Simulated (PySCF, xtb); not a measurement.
CHO2, SMILES O=C=[OH+], charge +1.

GFN2-xTB (xtb) at its own geometry gives an orbital gap of 7.96 eV.

Geometry optimised at PBE0-D3(BJ)/def2-TZVP. The isomer is the one that the SMILES or the coordinates give; other isomers of the formula were not compared.

What does PBE/def2-TZVPD (PySCF) give? (Estimate from the structure and the level; the computed values follow.)

gap 8.16 eV (levels -17.88 and -9.72 eV).
